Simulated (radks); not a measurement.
Ionisation of the europium ion Eu+, [Xe] 4f7 6s1, to [Xe] 4f7 as the strength of local exchange is varied. Calculated with a radial shooting solver on a logarithmic mesh with Libxc functionals: Dirac Kohn-Sham, Slater X-alpha exchange (alpha = 2/3 is LDA exchange), no correlation, spin-unpolarised, spherical densities, finite nucleus; open shells fill j = l - 1/2 first; Fermi nuclear charge, rms radius 5.1115 fm.

| alpha | E(Eu+) (hartree) | exchange (hartree) | IE (eV) | -e of the level emptied (eV) | <r> of it (bohr) |
|---|---|---|---|---|---|
| 0.621 | -10821.9321 | -213.2648 | 10.355 | 7.686 (6s1/2) | 3.937 |
| 0.63 | -10825.0233 | -216.4214 | 10.397 | 7.728 (6s1/2) | 3.929 |
| 0.64 | -10828.4592 | -219.9309 | 10.443 | 7.775 (6s1/2) | 3.921 |
| 0.769 | -10872.8851 | -265.4047 | 11.060 | 8.406 (6s1/2) | 3.812 |
| 0.937 | -10931.0283 | -325.1842 | 11.913 | 9.285 (6s1/2) | 3.675 |
| 0.984 | -10947.3521 | -342.0207 | 12.160 | 9.541 (6s1/2) | 3.638 |
| 1.024 | -10961.2645 | -356.3883 | 12.373 | 9.762 (6s1/2) | 3.607 |
| ? | -10837.7417 | -229.4178 | 10.569 | 7.904 (6s1/2) | 3.898 |

Which alpha was used in the last row?

Answer. alpha = 0.667. NIST Atomic Spectra Database: 11.24 eV (semi-empirical). The Delta-SCF value meets it near alpha = 0.80. Spin polarisation and multiplet splitting are left out, so open shells lie too high by an amount that depends on their filling.

Beside tabulated values, note that spin-unpolarised runs miss the spin-polarisation part of the exchange energy of open shells.
